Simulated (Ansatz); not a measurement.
One change: `[CH3][Al]([CH3])[C]#N` becomes `[CH3][Al]([CH3])[SnH3]`.

Ansatz, PBE0-D4/def2-TZVP geometries, multiplicity 1. 

Elements past krypton have def2 core potentials.

```csv
property,`[CH3][Al]([CH3])[C]#N`
HOMO–LUMO gap (PBE/def2-TZVPP) / eV,4.66
size of the dipole moment (ωB97M-V/def2-TZVPP) / D,4.29
LUMO energy (PBE/def2-TZVPP) / eV,-2.45
HOMO energy (B3LYP/def2-TZVPP) / eV,-8.18
size of the dipole moment (B3LYP/def2-TZVPP) / D,4.27
HOMO energy (PBE/def2-TZVPP) / eV,-7.11
```

(1) What does the change do to each property? (An estimate is asked.)

## Answers

(1) Ansatz gave: 
| property | `[CH3][Al]([CH3])[SnH3]` | shift |
| --- | --- | --- |
| HOMO–LUMO gap (PBE/def2-TZVPP) / eV | 3.70 | -0.96 |
| size of the dipole moment (ωB97M-V/def2-TZVPP) / D | 2.12 | -2.17 |
| LUMO energy (PBE/def2-TZVPP) / eV | -2.26 | 0.19 |
| HOMO energy (B3LYP/def2-TZVPP) / eV | -6.79 | 1.39 |
| size of the dipole moment (B3LYP/def2-TZVPP) / D | 2.11 | -2.16 |
| HOMO energy (PBE/def2-TZVPP) / eV | -5.95 | 1.16 |

With PBE0 the HOMO rises by 1.43 eV and the LUMO rises by 0.11 eV, so the gap narrows by about 1.32 eV. PBE moves the HOMO by 1.16 eV and ωB97M-V by 1.70 eV. Dipoles are sizes alone; their direction can turn.

B3LYP here is the variant with VWN-RPA as its local correlation; programs differ in this.
